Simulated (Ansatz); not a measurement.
Abridged output of a molecular run in Ansatz:

```
Functional definition: HF
2040 factors; integrals over basis functions are off by at most 1.1e-3 eV
mean field evaluation 1: about -45935.9093 eV, gradient 5.3e1 eV
mean field evaluation 2: about -45936.3178 eV, gradient 5.3e1 eV
mean field evaluation 4: about -45941.8375 eV, gradient 4.5e0 eV
mean field evaluation 8: about -45941.9248 eV, gradient 2.8e-1 eV
mean field -45941.92521555 eV, -1688.3346111160 hartree, gradient 4.4e-6 eV, S^2 0.000000; 0 other end points of the search recorded, 0 dependent functions left out
23 core orbitals not correlated: weight in the atoms' cores, before any rotation towards them, 1.000 or more for the frozen orbitals, at most 0.000 for the correlated occupied ones
reference -45941.92521555 eV, -1688.3346111160 hartree; 22, 22 occupied and 300, 300 virtual orbitals, 2040 factors
second order -34.53525471 eV of doubles, -0.00000000 eV of singles
cycle   1  -35.33534571 eV  change   -8.0e-1 eV  update   1.2e-1
cycle   2  -36.08198606 eV  change   -7.5e-1 eV  update   3.2e-2
cycle   3  -36.23774438 eV  change   -1.6e-1 eV  update   1.6e-2
cycle   4  -36.22143455 eV  change    1.6e-2 eV  update   3.4e-3
cycle   5  -36.21955009 eV  change    1.9e-3 eV  update   1.5e-3
cycle   6  -36.22008040 eV  change   -5.3e-4 eV  update   4.2e-4
cycle   7  -36.21983275 eV  change    2.5e-4 eV  update   1.6e-4
cycle   8  -36.21978902 eV  change    4.4e-5 eV  update   4.7e-5
perturbative correction -1.43940121 eV, -0.0528970190 hartree
Total energy: -45979.58440578 eV, -1689.7185608307 hartree
```

Its atoms:

Z-matrix (Å, degrees):
```
Si
Cl 1 2.058
C 1 1.871 2 107.9
O 1 1.630 2 110.6 3 122.0
H 1 1.476 2 106.2 3 -120.7
Si 3 1.844 1 114.9 2 150.6
H 3 1.096 1 108.2 2 30.5
H 3 1.095 1 109.2 2 -85.6
H 4 0.965 1 116.1 2 -105.9
O 6 1.650 3 105.2 1 -54.8
Cl 6 2.056 3 111.6 1 -173.1
H 6 1.480 3 114.0 1 67.1
H 10 0.959 6 118.6 3 -171.4
```

Which basis set was used?
A. def2-SVPD
B. cc-pV(D+d)Z
C. def2-QZVPP
D. def2-TZVPP

D. It gives 345 functions.

Write the keys of the input that set method, charge and spin (a neutral closed shell needs none for the last two).


```yaml
correlation: {method: ccsd_t}
```
